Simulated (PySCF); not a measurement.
Estimate the missing entries of this data sheet.

Compound: C9H10SSi.
SMILES with atom numbers: `[SiH3:1][S:2][C:3]1=[CH:4][CH2:5][c:6]2[cH:7][cH:8][cH:9][cH:10][c:11]21` (hydrogens: H12, H13, H14 on Si1; H15 on C4; H16, H17 on C5; H18 on C7; H19 on C8; H20 on C9; H21 on C10)

Conformer (atom-mapped SMILES and torsion angles): `[SiH3:1][S:2][C:3]1=[CH:4][CH2:5][c:6]2[cH:7][cH:8][cH:9][cH:10][c:11]21`: Si1–S2–C3–C4 1°.

```tsv
property	level	value
rotational constants A, B, C	PBE0-D3(BJ)/def2-SVP	?
dipole moment	CAM-B3LYP/def2-SVPD	1.60 D
HOMO energy	CAM-B3LYP/def2-SVPD	-7.40 eV
LUMO energy	CAM-B3LYP/def2-SVPD	?
lowest singlet excitation	TDDFT CAM-B3LYP/def2-SVPD	?
lowest triplet excitation (Tamm–Dancoff)	TDA CAM-B3LYP/def2-SVPD	?
static isotropic polarisability	CAM-B3LYP/def2-SVPD	151.9 au
electronic spatial extent ⟨r²⟩ about the centre of nuclear charge	CAM-B3LYP/def2-SVPD	?
13C chemical shifts (computed TMS as zero) by class	GIAO PBE0/pcSseg-1	?
1H chemical shifts (computed TMS as zero) by class	GIAO PBE0/pcSseg-1	?
isotropic shieldings of nuclei other than C and H, by class	GIAO PBE0/pcSseg-1	408 (Si1), 633 (S2) ppm
```

Electronic properties: PySCF, gas phase, density fitting. The structure is a single PBE0-D3(BJ)/def2-SVP conformer in the gas phase; no vibrational or solvent corrections. NMR classes are plain means over equivalent atoms (diastereotopic ones count apart unless rotation or inversion swaps them), as if these changed places fast; in this geometry the members of some classes differ.

(1) What is the electronic spatial extent ⟨r²⟩ about the centre of nuclear charge?

(2) The lowest triplet excitation (Tamm–Dancoff)?

(3) What are the 1H chemical shifts (computed TMS as zero) by class?

(4) The lowest singlet excitation?

(5) Give the 13C chemical shifts (computed TMS as zero) by class.

(6) What is the LUMO energy?

(7) The rotational constants A, B, C?

## Answers

(1) 2670 bohr².

(2) 3.20 eV.

(3) 7.78 (H21), 7.54 (H18), 7.50 (H20), 7.40 (H19), 6.05 (H15), 4.80 (H12/H13/H14), 3.50 (H16/H17) ppm.

(4) 4.91 eV (253 nm, f = 0.080).

(5) 148.9 (C11), 147.8 (C6), 145.3 (C3), 132.0 (C9), 131.0 (C8), 130.9 (C4), 128.6 (C7), 124.8 (C10), 41.3 (C5) ppm.

(6) 0.14 eV.

(7) 2.099, 0.496, 0.404 GHz.

The vertical singlet–triplet gap S1 − T1 is 1.71 eV (TDDFT singlet less Tamm–Dancoff triplet; S1: HOMO→LUMO, weight 0.77; T1: HOMO→LUMO, weight 0.84). The polarisability is 22.51 Å³ as a volume (1 au = 0.148185 Å³), or 1.62 au for each of the 94 electrons. With B = h/(8π²I), that is 505.379 GHz u Å² over I, the principal moments of inertia are 240.8, 1018.4 and 1250.1 u Å² (most abundant isotopes). In atomic units the dipole is 0.63 e·bohr (1 au = 2.5417 D).
